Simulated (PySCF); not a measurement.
**Exact simulation of a proton spin system**

Molecule: `InChI=1S/C8H4O3/c9-7-5-3-1-2-4-6(5)8(10)11-7/h1-4H`.

Bonds (- single, = double, # triple, : aromatic): O1=C2 1.189 Å, C2-O3 1.382 Å, O3-C4 1.382 Å, C4=O5 1.189 Å, C4-C6 1.483 Å, C6:C7 1.388 Å, C7:C8 1.396 Å, C8:C9 1.402 Å, C9:C10 1.396 Å, C10:C11 1.388 Å, C11-C2 1.483 Å, C11:C6 1.390 Å. C7 carries H12; C8 carries H13; C9 carries H14; C10 carries H15.

- geometry from PBE0-D3(BJ)/def2-SVP
- B3LYP/pcJ-1 coupling constants (without the spin–dipole term)
- PBE0/pcSseg-1 with gauge-including orbitals
- program: PySCF 2.14.0 with density-fitted response routines
- no solvent model, non-relativistic, rapidly exchanging positions averaged, single conformer

Referencing at the same level of theory: ¹H vs TMS.

Shifts (ppm): H12/H15 8.16, H13/H14 7.91.
Couplings (Hz): H12–H13, H14–H15: 8.5; H12–H14, H13–H15: 0.7; H12–H15: 0.9; H13–H14: 8.4.

The 4-spin Hamiltonian (Zeeman plus full scalar coupling among like nuclei) was diagonalised exactly; lines are Lorentzian, 0.4 Hz wide, and the maxima above 3 % are listed with the tallest set to 100.

Question: Give the ¹H peak list of this spin system at 60 MHz.

Answer: 
```json
{"Hz": "499.4", "ppm": "8.323", "height": "3"}
{"Hz": "495.8", "ppm": "8.263", "height": "29"}
{"Hz": "495.5", "ppm": "8.258", "height": "30"}
{"Hz": "492.9", "ppm": "8.215", "height": "26"}
{"Hz": "491.9", "ppm": "8.197", "height": "34"}
{"Hz": "490.0", "ppm": "8.166", "height": "39"}
{"Hz": "488.6", "ppm": "8.143", "height": "50"}
{"Hz": "486.3", "ppm": "8.105", "height": "91"}
{"Hz": "485.9", "ppm": "8.098", "height": "100"}
{"Hz": "482.8", "ppm": "8.046", "height": "27"}
{"Hz": "482.1", "ppm": "8.035", "height": "57"}
{"Hz": "481.5", "ppm": "8.024", "height": "27"}
{"Hz": "478.4", "ppm": "7.973", "height": "100"}
{"Hz": "477.9", "ppm": "7.965", "height": "91"}
{"Hz": "475.6", "ppm": "7.927", "height": "50"}
{"Hz": "474.2", "ppm": "7.904", "height": "39"}
{"Hz": "472.4", "ppm": "7.873", "height": "34"}
{"Hz": "471.3", "ppm": "7.855", "height": "26"}
{"Hz": "468.7", "ppm": "7.812", "height": "30"}
{"Hz": "468.4", "ppm": "7.807", "height": "29"}
{"Hz": "464.8", "ppm": "7.747", "height": "3"}
```

Question: And at 800 MHz?

Answer: 
δ in ppm (height): 8.174 (5), 8.172 (7), 8.166 (91), 8.162 (63), 8.158 (60), 8.158 (60), 8.154 (100), 8.149 (8), 8.147 (7), 7.923 (7), 7.921 (8), 7.916 (100), 7.912 (60), 7.912 (60), 7.908 (63), 7.904 (91), 7.898 (7), 7.897 (5)

Question: Among coupled protons with different shifts, which pair is furthest from first order, and how does the field change that?

Answer: H12 and H13: Δν/J is about 1.8 at 60 MHz (strongly coupled) and 23.5 at 800 MHz (close to first order). J in Hz doesn't depend on the field, while Δν in Hz grows in proportion to it. The system also holds chemically equivalent protons that couple differently to a partner (AA′BB′ or AA′XX′ type), and that part stays second order at any field.

Unscaled 3J(H,H) at this level run about 10 % above measured values.
